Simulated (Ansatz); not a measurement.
A run on C$_{2}$H$_{9}$InSi (`[CH3][In]([CH3])[SiH3]`) with other settings.

```yaml
crystal:
  periodic: [false, false, false]
  atoms:
    - {symbol: C, position_ang: [-0.330763, 2.138091, -0.550791]}
    - {symbol: In, position_ang: [0.085946, 0.098017, 0.034860]}
    - {symbol: C, position_ang: [1.599348, -0.211391, 1.549006]}
    - {symbol: Si, position_ang: [-1.213390, -1.887769, -0.989839]}
    - {symbol: H, position_ang: [-1.010189, 2.191148, -1.401130]}
    - {symbol: H, position_ang: [-0.780777, 2.671588, 0.290585]}
    - {symbol: H, position_ang: [0.600242, 2.649835, -0.805134]}
    - {symbol: H, position_ang: [1.841399, -1.265971, 1.678656]}
    - {symbol: H, position_ang: [1.242516, 0.185148, 2.503238]}
    - {symbol: H, position_ang: [2.508163, 0.334028, 1.284792]}
    - {symbol: H, position_ang: [-1.681946, -1.617104, -2.379264]}
    - {symbol: H, position_ang: [-2.429081, -2.176337, -0.172065]}
    - {symbol: H, position_ang: [-0.410968, -3.143983, -1.028213]}
basis:
  gaussian: {orbitals: ANO-RCC-VTZP}
hamiltonian: {xc: {name: PBE-QIDH}}
output: {forces: true}
```

```sh
$ ansatz run in.yaml --threads 4 --pin off --events-out ev --progress --plain --max-ram 10444MiB
```

Shortened log:

```
Functional definition: PBE-QIDH
1807 factors; integrals over basis functions are off by at most 1.0e-3 eV
mean field evaluation 1: about -170095.5734 eV, gradient 4.9e1 eV
mean field evaluation 2: about -170095.7486 eV, gradient 4.9e1 eV
mean field evaluation 4: about -170101.5672 eV, gradient 4.1e0 eV
mean field evaluation 8: about -170101.6076 eV, gradient 2.3e-1 eV
mean field evaluation 16: about -170101.6094 eV, gradient 7.2e-5 eV
mean field -170101.60942843 eV, -6251.1188474829 hartree, gradient 7.3e-6 eV, S^2 0.000000; 0 other end points of the search recorded, 0 dependent functions left out
25 core orbitals not correlated: weight in the atoms' cores, before any rotation towards them, 1.000 or more for the frozen orbitals, at most 0.000 for the correlated occupied ones
reference -170101.60945366 eV, -6251.1188484100 hartree; 17, 17 occupied and 246, 246 virtual orbitals, 1807 factors
second order -30.22041700 eV of doubles, -0.00000000 eV of singles
Total energy: -170111.68292599 eV, -6251.4890416902 hartree
Relativity: scalar
Atom 0 at    -0.330763     2.138091    -0.550791 Å, force     0.010157    -0.014805     0.017231 eV/Å
Atom 1 at     0.085946     0.098017     0.034860 Å, force     0.056525     0.084388     0.042492 eV/Å
Atom 2 at     1.599348    -0.211391     1.549006 Å, force    -0.015763     0.016316    -0.010372 eV/Å
Atom 3 at    -1.213390    -1.887769    -0.989839 Å, force    -0.062206    -0.078383    -0.029461 eV/Å
Atom 4 at    -1.010189     2.191148    -1.401130 Å, force     0.109763    -0.008042     0.135575 eV/Å
Atom 5 at    -0.780777     2.671588     0.290585 Å, force     0.069098    -0.084205    -0.134708 eV/Å
Atom 6 at     0.600242     2.649835    -0.805134 Å, force    -0.149889    -0.082020     0.038005 eV/Å
Atom 7 at     1.841399    -1.265971     1.678656 Å, force    -0.037559     0.169040    -0.021277 eV/Å
Atom 8 at     1.242516     0.185148     2.503238 Å, force     0.056594    -0.065189    -0.150196 eV/Å
Atom 9 at     2.508163     0.334028     1.284792 Å, force    -0.144470    -0.089817     0.041864 eV/Å
Atom 10 at    -1.681946    -1.617104    -2.379264 Å, force     0.055139    -0.017094     0.141233 eV/Å
Atom 11 at    -2.429081    -2.176337    -0.172065 Å, force     0.123990     0.035097    -0.077125 eV/Å
Atom 12 at    -0.410968    -3.143983    -1.028213 Å, force    -0.071379     0.134715     0.006739 eV/Å
Dipole moment:     0.104747     0.151574     0.072570 e Å
```

Hardware: 4 threads of an AMD EPYC 9R45 on a shared host. Wall time 26 s, peak host memory 1.6 GiB.
